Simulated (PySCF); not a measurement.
Compound: (MeSi)4S6 adamantane, C4H12S6Si4.
Bonds: Si1–C2, Si1–S3, Si1–S9, Si1–S13, S3–Si4, Si4–C5, Si4–S6, Si4–S14, S6–Si7, Si7–C8, Si7–S9, Si7–S10, S10–Si11, Si11–C12, Si11–S13, Si11–S14. Hydrogens: H15, H16, H17 on C2; H18, H19, H20 on C5; H21, H22, H23 on C8; H24, H25, H26 on C12.

Computed by this run: PySCF, PBE0-D3(BJ)/def2-SVP geometry optimisation, gas phase; density fitting, grid level 1; the optimiser is geomeTRIC in internal coordinates, started from a GFN2-xTB structure with every atom displaced at random (about 0.03 Å).

Step 0: E = -100805.8547 eV
```
atom  x, y, z in Å  |  force x, y, z in eV/Å
Si1     1.1057    0.2044   -1.8028   -2.127   0.822  -0.209
C2      1.9584    0.5193   -3.4345    0.992   1.631   1.752
S3      0.2894    2.2121   -1.1767    0.900  -0.666  -0.615
Si4    -0.6038    1.8715    0.6952   -2.286  -0.300  -0.166
C5     -1.3402    3.5029    1.3004   -0.253  -1.145   1.803
S6      0.6059    1.0619    2.2049    0.717  -0.583   0.465
Si7     1.3251   -0.8595    1.4342   -1.233   0.175   0.585
C8      2.4999   -1.5935    2.6907   -2.549  -0.976  -1.939
S9      2.4175   -0.5758   -0.3370    0.900  -0.119  -0.713
S10    -0.3621   -2.2310    1.1777    0.408   0.289  -0.083
Si11   -1.6642   -1.3037   -0.3000    0.430   1.186  -0.023
C12    -3.0802   -2.4409   -0.5880   -0.967   1.994  -1.059
S13    -0.6984   -1.0181   -2.2460    0.857   0.170   0.633
S14    -2.4728    0.5959    0.4172    1.247  -0.104  -0.056
H15     1.2965    0.8794   -4.1947   -0.844   0.420  -0.548
H16     2.7806    1.2866   -3.2689   -0.794  -0.716  -0.170
H17     2.4047   -0.3708   -3.7784    0.814  -1.569  -0.576
H18    -2.3158    3.4201    1.8463    0.437  -0.426  -0.580
H19    -1.4641    4.1930    0.5150   -0.210   1.073  -1.492
H20    -0.7043    3.9729    2.0525    0.563   0.100   0.086
H21     2.7434   -2.5838    2.3479    0.327  -0.806  -0.290
H22     3.3440   -1.0378    2.8250    2.772   1.908   0.367
H23     1.9693   -1.6902    3.5932   -0.893  -0.127   1.704
H24    -3.7766   -2.0242   -1.3792    0.579  -0.128   0.861
H25    -3.6117   -2.6109    0.3207   -0.749   0.010   1.066
H26    -2.7877   -3.3740   -0.9448    0.961  -2.114  -0.804
```

Step 1: E = -100806.7010 eV
```
atom  x, y, z in Å  |  force x, y, z in eV/Å
Si1     1.0530    0.2411   -1.7876   -0.947   0.499  -0.011
C2      1.9306    0.5256   -3.3917    0.242  -0.109   0.037
S3      0.3025    2.2071   -1.1794    0.509  -0.267  -0.232
Si4    -0.6364    1.8442    0.6870   -1.047  -0.295  -0.125
C5     -1.3164    3.4633    1.2945    0.134   0.307   0.306
S6      0.5965    1.0430    2.2181    0.349  -0.176   0.165
Si7     1.2849   -0.8428    1.4164   -0.415   0.191   0.179
C8      2.4339   -1.5929    2.6643   -0.260  -0.149  -0.079
S9      2.4154   -0.5550   -0.3676    0.413  -0.132  -0.164
S10    -0.3526   -2.2102    1.1618    0.085   0.018  -0.075
Si11   -1.6242   -1.2551   -0.2990    0.135   0.213  -0.058
C12    -3.0394   -2.4133   -0.5843   -0.126  -0.179  -0.051
S13    -0.6590   -1.0031   -2.2199    0.256  -0.106   0.233
S14    -2.4328    0.6011    0.4122    0.492   0.080   0.020
H15     1.2267    0.9001   -4.1489   -0.025  -0.016   0.017
H16     2.7242    1.2707   -3.2367    0.032   0.041  -0.036
H17     2.3933   -0.4095   -3.7464   -0.064   0.038  -0.021
H18    -2.2794    3.3228    1.8082   -0.030  -0.112  -0.090
H19    -1.4540    4.1676    0.4598   -0.025  -0.057   0.002
H20    -0.6326    3.9200    2.0313    0.043  -0.021  -0.162
H21     2.7061   -2.5991    2.3084    0.113   0.035   0.046
H22     3.3339   -0.9792    2.8015    0.025   0.006   0.028
H23     1.8894   -1.6980    3.6157    0.099   0.037   0.035
H24    -3.7121   -1.9835   -1.3400   -0.073   0.060   0.005
H25    -3.5997   -2.5687    0.3511    0.010   0.027  -0.033
H26    -2.6932   -3.3902   -0.9588    0.074   0.066   0.065
```

Step 2: E = -100806.7783 eV
```
atom  x, y, z in Å  |  force x, y, z in eV/Å
Si1     1.0245    0.2582   -1.7806   -0.213   0.255  -0.048
C2      1.9260    0.5248   -3.3785    0.054  -0.116  -0.054
S3      0.3172    2.2044   -1.1734    0.221  -0.013  -0.035
Si4    -0.6650    1.8340    0.6847   -0.372  -0.045   0.006
C5     -1.3114    3.4655    1.3030    0.089   0.147   0.002
S6      0.5955    1.0380    2.2176    0.148  -0.022   0.041
Si7     1.2685   -0.8377    1.4084   -0.007   0.117   0.051
C8      2.4164   -1.5916    2.6564   -0.017  -0.054   0.073
S9      2.4160   -0.5534   -0.3823    0.133  -0.102   0.026
S10    -0.3493   -2.2131    1.1493   -0.045  -0.053  -0.045
Si11   -1.6133   -1.2504   -0.3040    0.032  -0.115  -0.051
C12    -3.0362   -2.4089   -0.5897   -0.026  -0.086   0.015
S13    -0.6388   -1.0196   -2.2086    0.017  -0.154   0.026
S14    -2.4169    0.5976    0.4060    0.048   0.079   0.026
H15     1.2199    0.8973   -4.1372    0.041  -0.017   0.006
H16     2.7243    1.2664   -3.2346    0.031   0.037  -0.004
H17     2.3769   -0.4186   -3.7306   -0.075   0.079   0.019
H18    -2.2699    3.3128    1.8187   -0.028  -0.006   0.025
H19    -1.4629    4.1602    0.4602   -0.025  -0.076   0.063
H20    -0.6010    3.9190    2.0128   -0.003  -0.014  -0.070
H21     2.7165   -2.5941    2.3094    0.036   0.066   0.023
H22     3.3142   -0.9648    2.7933   -0.111  -0.069  -0.008
H23     1.8883   -1.6978    3.6196    0.083   0.031  -0.067
H24    -3.7127   -1.9781   -1.3419   -0.035   0.005  -0.025
H25    -3.5966   -2.5596    0.3476    0.045   0.000  -0.054
H26    -2.6714   -3.3847   -0.9558   -0.021   0.125   0.060
```

Question: Estimate the geometry and energy of step 3. (The exact step hangs on the optimiser's Hessian estimate; all steps are aligned on step 2, rigid shifts and turns removed.)

Answer: E = -100806.7976 eV, largest force 0.126 eV/Å
```
atom  x, y, z in Å  |  force x, y, z in eV/Å
Si1     1.0132    0.2695   -1.7781    0.050   0.070  -0.055
C2      1.9276    0.5240   -3.3745   -0.034  -0.026  -0.032
S3      0.3325    2.2105   -1.1610    0.056   0.029   0.028
Si4    -0.6856    1.8320    0.6868   -0.048   0.030   0.051
C5     -1.3102    3.4716    1.3129   -0.004  -0.011  -0.077
S6      0.6013    1.0409    2.2132    0.023   0.013  -0.020
Si7     1.2630   -0.8355    1.4044    0.088   0.041  -0.014
C8      2.4111   -1.5876    2.6546    0.036  -0.001   0.067
S9      2.4176   -0.5614   -0.3898   -0.022  -0.051   0.063
S10    -0.3512   -2.2204    1.1414   -0.044  -0.016  -0.010
Si11   -1.6128   -1.2598   -0.3119    0.016  -0.123  -0.023
C12    -3.0436   -2.4109   -0.5972   -0.001   0.019   0.017
S13    -0.6270   -1.0402   -2.2074   -0.015  -0.060  -0.017
S14    -2.4171    0.5918    0.4000   -0.062   0.046   0.004
H15     1.2291    0.8993   -4.1387    0.031  -0.002   0.000
H16     2.7336    1.2593   -3.2341    0.008   0.000   0.008
H17     2.3638   -0.4254   -3.7226   -0.027   0.023   0.018
H18    -2.2587    3.3206    1.8491    0.015   0.025   0.047
H19    -1.4828    4.1563    0.4680   -0.028  -0.033   0.027
H20    -0.5768    3.9254    1.9952    0.011   0.006  -0.012
H21     2.7305   -2.5849    2.3142    0.004   0.026  -0.003
H22     3.3017   -0.9513    2.7881   -0.075  -0.035  -0.014
H23     1.8951   -1.6916    3.6226    0.022   0.009  -0.040
H24    -3.7226   -1.9828   -1.3498    0.003  -0.013  -0.012
H25    -3.6010   -2.5594    0.3407    0.023  -0.009  -0.016
H26    -2.6724   -3.3842   -0.9561   -0.026   0.044   0.015
```

The energy changes by -0.0193 eV. The first-order estimate −F·Δx gives -0.0302 eV and the mean of the old and new forces, exact on a quadratic surface, -0.0192 eV. The step makes an angle of 61° with the force vector and moves no atom by more than 0.033 Å.

What follows is the cost of the whole optimisation. Hardware: AMD EPYC 9R45, 2 threads (shared host). Cost: 5.6 min wall, 13 min CPU, 3.4 GiB resident at most.
